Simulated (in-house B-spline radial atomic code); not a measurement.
Values are calculated unless marked as measured or tabulated.
B ion on Sb atom: potential, deflection and energy transfer

The pair potential comes from two frozen, spherical free-atom densities (PBE, B-spline radial code, scalar-relativistic past argon): electrostatics plus the change in Thomas-Fermi kinetic and Dirac exchange energy where they overlap, the recipe behind the universal ZBL potential, which averages such potentials (from solid-state densities) over many pairs. It is written V = (Z1 Z2 e²/r) φ(r/a), with e² = 14.3996 eV·Å and a = 0.46850 Å/(Z1^0.23 + Z2^0.23); ZBL's fit is φ = 0.18175 e^(−3.1998x) + 0.50986 e^(−0.94229x) + 0.28022 e^(−0.4029x) + 0.02817 e^(−0.20162x). Where φ falls below 4e-4 it is continued as an exponential.

Masses 10.81 and 121.76 u.

```tsv
x = r/a	φ, this pair	φ, ZBL
0.1	0.8813	0.8928
0.5	0.6043	0.6096
1.5	0.2993	0.2995
3	0.1351	0.1292
5	0.05681	0.05224
8	0.01896	0.01705
12	0.005433	0.00474
17	0.001099	0.001212
```

Problem. At x = 1 the electrostatic, kinetic and exchange parts are 9233.2, 3641.65 and -146.61 eV. Find r, V and φ.

Solution. a = 0.46850/(1.4480 + 2.4703) = 0.11957 Å, so r = 0.11957 Å. V = 9233.2 + 3641.65 + (-146.61) = 12728.24 eV. The bare repulsion is 5 × 51 × 14.3996/0.11957 = 30709 eV, so φ = 0.4145, -0.5 % against ZBL's 0.4164. The kinetic (Pauli) term is 29 % of V here.

Problem. The ion comes in at 0.3344 keV with impact parameter 0.2391 Å. The scattering integral gives a centre-of-mass angle of 121.6° and a closest approach of 5.457 a. What are the reduced energy, the energy passed on and the laboratory angles?

Solution. ε = E a M2/(Z1 Z2 e² (M1 + M2)) = 334.4 × 2.9908e-05 = 0.01. The most that one collision can pass on is γE with γ = 4 M1 M2/(M1 + M2)² = 0.2996. Here T = γE sin²(θ/2) = 0.2996 × 334.4 × 0.7616 = 76.29 eV. The ion turns by arctan(sin θ/(cos θ + M1/M2)) = 117.0° (second quadrant: it bounces back), and the struck atom leaves at (180° − θ)/2 = 29.2°. The closest approach is 0.652 Å. With ZBL the angle would be 119.98° and T = 75.11 eV.
